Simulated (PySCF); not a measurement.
Isomers of C5H4FNO, mass 113.028 u with the commonest isotopes. Computed with PBE0/def2-SVPD in PySCF (dipole) on a GFN2-xTB geometry, gas phase. One conformer each, none proved a minimum here; rigid rotors.

Task: Order these by out-of-plane moment Σ m c² = (Ia + Ib − Ic)/2, largest first.
A. `[N:1]#[C:2][C@H:3]([F:4])[O:5][CH:6]1[CH:7]=[CH:8]1` with C2–C3–O5–C6 -169°, C3–O5–C6–C7 -139°
B. `[H]/[N:1]=[CH:2]\[c:3]1[cH:4][cH:5][c:6]([F:7])[o:8]1` with N1–C2–C3–C4 0°
C. `[N:1]#[C:2][CH2:3]/[C:4]([F:5])=[CH:6]/[CH:7]=[O:8]` with C2–C3–C4–F5 84°, C4–C6–C7–O8 179°

Result: C (32.77 u·Å²), A (14.39 u·Å²), B (0.00 u·Å²).

Task: Order these by dipole moment, largest first.
A. `[H]/[N:1]=[CH:2]\[c:3]1[cH:4][cH:5][c:6]([F:7])[o:8]1` with N1–C2–C3–C4 0°
B. `[N:1]#[C:2][CH2:3]/[C:4]([F:5])=[CH:6]/[CH:7]=[O:8]` with C2–C3–C4–F5 84°, C4–C6–C7–O8 179°
C. `[OH:1][c:2]1[cH:3][cH:4][n:5][cH:6][c:7]1[F:8]` with H–O1–C2–C3 180°
D. `[N:1]#[C:2][C@H:3]([F:4])[O:5][CH:6]1[CH:7]=[CH:8]1` with C2–C3–O5–C6 -169°, C3–O5–C6–C7 -139°

Result: D (4.86 D), B (4.02 D), A (2.72 D), C (1.60 D).

Task: Order these by rotational constant B, smallest first.
A. `[OH:1][c:2]1[cH:3][cH:4][n:5][cH:6][c:7]1[F:8]` with H–O1–C2–C3 180°
B. `[H]/[N:1]=[CH:2]\[c:3]1[cH:4][cH:5][c:6]([F:7])[o:8]1` with N1–C2–C3–C4 0°
C. `[N:1]#[C:2][CH2:3]/[C:4]([F:5])=[CH:6]/[CH:7]=[O:8]` with C2–C3–C4–F5 84°, C4–C6–C7–O8 179°
D. `[N:1]#[C:2][C@H:3]([F:4])[O:5][CH:6]1[CH:7]=[CH:8]1` with C2–C3–O5–C6 -169°, C3–O5–C6–C7 -139°

Result: C (1016 MHz), D (1223 MHz), B (1308 MHz), A (2278 MHz).

```json
{"SMILES": "N#CC/C(F)=C/C=O", "point group": "C1", "Ia (u·Å²)": "112.77", "Ib (u·Å²)": "497.58", "Ic (u·Å²)": "544.81", "κ": "-0.95", "μa (D)": "1.07", "μb (D)": "2.17", "μc (D)": "3.21"}
{"SMILES": "N#C[C@H](F)OC1C=C1", "point group": "C1", "Ia (u·Å²)": "86.15", "Ib (u·Å²)": "413.37", "Ic (u·Å²)": "470.73", "κ": "-0.94", "μa (D)": "4.48", "μb (D)": "0.47", "μc (D)": "1.82"}
{"SMILES": "[H]/N=C\\c1ccc(F)o1", "point group": "Cs", "Ia (u·Å²)": "76.21", "Ib (u·Å²)": "386.38", "Ic (u·Å²)": "462.58", "κ": "-0.92", "μa (D)": "1.65", "μb (D)": "2.16", "μc (D)": "0.00"}
{"SMILES": "Oc1ccncc1F", "point group": "Cs", "Ia (u·Å²)": "148.23", "Ib (u·Å²)": "221.89", "Ic (u·Å²)": "370.12", "κ": "-0.11", "μa (D)": "1.36", "μb (D)": "0.85", "μc (D)": "0.00"}
```
